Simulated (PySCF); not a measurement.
A side-by-side comparison of computed properties.

First species: C₄H₈N₂Si.
InChI=1S/C4H8N2Si/c1-4-2-5-6(7)3-4/h2-3H,1,7H3

Second species: C₃H₅O₂S₂ (charge -1).
Numbering: `[CH3:1][C:2](=[S:3])[CH2:4][S@:5](=[O:6])[O-:7]` (hydrogens: H8, H9, H10 on C1; H11, H12 on C4)

Levels: PBE0/def2-SVPD for HOMO energy, LUMO energy, HOMO–LUMO gap, static isotropic polarisability and electronic spatial extent ⟨r²⟩ about the centre of nuclear charge; TDDFT PBE0/def2-SVPD for lowest singlet excitation; TDA PBE0/def2-SVPD for lowest triplet excitation (Tamm–Dancoff); GFN2-xTB for rotational constant A and rotational constant C. Geometries: GFN2-xTB. Each species is one conformer at its optimised geometry, gas phase, non-relativistic unless stated. Electronic properties by PySCF.

Dipoles, sizes and rotational constants follow the conformer. The torsions of the flexible species, by atom-mapped SMILES:
- `[CH3:1][C:2](=[S:3])[CH2:4][S@:5](=[O:6])[O-:7]`: C1–C2–C4–S5 -78°, C2–C4–S5–O6 170°

```csv
property,column X,column Y
HOMO energy,-6.89 eV,-1.87 eV
LUMO energy,0.16 eV,2.05 eV
HOMO–LUMO gap,7.05 eV,3.92 eV
lowest singlet excitation,6.05 eV,2.74 eV
lowest triplet excitation (Tamm–Dancoff),4.52 eV,2.09 eV
static isotropic polarisability,85.1 au,114.2 au
electronic spatial extent ⟨r²⟩ about the centre of nuclear charge,1054 bohr²,1250 bohr²
rotational constant A,6.775 GHz,3.555 GHz
rotational constant C,1.132 GHz,0.941 GHz
```

**Question.** Which column belongs to which species?

**Answer.** Column X is the first species and column Y the second. The first has 15 atoms and 60 electrons, the second 12 and 72; their charges are 0 and -1, their HOMO energies -6.89 eV and -1.87 eV.

**Question.** How does each property change from the first species to the second?

**Answer.** HOMO energy +5.02 eV; LUMO energy +1.89 eV; HOMO–LUMO gap -3.13 eV; lowest singlet excitation -3.31 eV; lowest triplet excitation (Tamm–Dancoff) -2.43 eV; static isotropic polarisability +29.1 au; electronic spatial extent ⟨r²⟩ about the centre of nuclear charge +196 bohr²; rotational constant A -3.220 GHz; rotational constant C -0.191 GHz.

On the first: The vertical singlet–triplet gap S1 − T1 is 1.53 eV (TDDFT singlet less Tamm–Dancoff triplet; S1: HOMO→LUMO, weight 0.75; T1: HOMO→LUMO, weight 0.37, beside HOMO→LUMO+1, weight 0.28). No computed singlet falls in the visible range (750 to 380 nm, 1.65 to 3.26 eV); S1 lies 2.79 eV above its blue end.

On the second: 1 of the 8 computed singlets lies in the visible range (750 to 380 nm, 1.65 to 3.26 eV), with an oscillator strength of 0.005. In wavenumbers S1 is 22100 cm⁻¹ (1 eV = 8065.54 cm⁻¹).
